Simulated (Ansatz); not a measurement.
A nudged elastic band was laid between two geometries of F$_{2}$H$_{3}$NSi (7 atoms, charge 0, multiplicity 1).

Level of theory: Ansatz, RKS PBE0/cc-pVDZ.

```
movable images  : 7
climbing image  : yes
spring          : 5.0 eV/Å²
optimiser       : quadratic models (default)
start path      : through a guess of the saddle point
force threshold : 0.05 eV/Å
iteration limit : 60
end points      : relaxed
```

Initial state:

```xyz
7
Properties=species:S:1:pos:R:3
Si 0.113 0.091 0.171
H 0.363 0.215 1.625
F 1.569 -0.064 -0.571
N -0.845 1.382 -0.409
H -1.124 1.380 -1.386
H -0.617 2.324 -0.107
F -0.661 -1.306 -0.172
```

Final state:

```xyz
7
Properties=species:S:1:pos:R:3
Si -0.711 0.204 0.515
H 1.725 -0.225 1.267
F 2.027 -0.187 0.390
N -1.035 1.486 -0.586
H -1.245 1.343 -1.571
H -0.972 2.468 -0.337
F -0.991 -1.066 -0.528
```

(1) What changes between the two ends?

(2) What energy profile does the band end with?

(3) What is the geometry of the highest image?

Answers

(1) Bonds broken: Si1–H2, Si1–F3. Bonds formed: H2–F3. F2H3NSi becomes FH + FH2NSi.

(2) The run converged. The highest image is number 5 of 0 to 8, 74.8 kcal/mol above the first end and 17.2 kcal/mol above the last; the last end lies 57.6 kcal/mol above the first. Neighbouring images differ by up to 1.3 eV, so the band resolves the path poorly. A vibrational analysis at the climbing image gives one clearly imaginary mode, 1255i cm⁻¹: a first-order saddle point. The orbitals stay closed-shell, which can raise the energy where a bond breaks towards radicals; this wasn't checked here.

```tsv
image	path coordinate (Å)	energy (kcal/mol)	Si1–H2 (Å)	Si1–F3 (Å)	H2–F3 (Å)
0	0.00	0.0	1.48	1.64	2.52
1	0.29	1.3	1.48	1.64	2.40
2	0.58	9.7	1.48	1.64	2.13
3	0.87	29.9	1.48	1.69	1.81
4	1.16	59.3	1.52	1.81	1.51
5	1.46	74.8	1.62	1.98	1.22
6	1.82	62.9	1.93	2.27	0.97
7	2.19	58.2	2.31	2.59	0.93
8	2.55	57.6	2.58	2.77	0.93
```

(3) 
```xyz
7
Properties=species:S:1:pos:R:3
Si -0.277 0.140 0.422
H 1.134 0.006 1.208
F 1.658 -0.113 0.114
N -0.873 1.438 -0.510
H -1.243 1.320 -1.448
H -0.761 2.406 -0.237
F -0.839 -1.174 -0.399
```

Run time: 2.4 min on 2 threads of Arm Neoverse V1, on a shared host, peak memory 0.17 GiB.
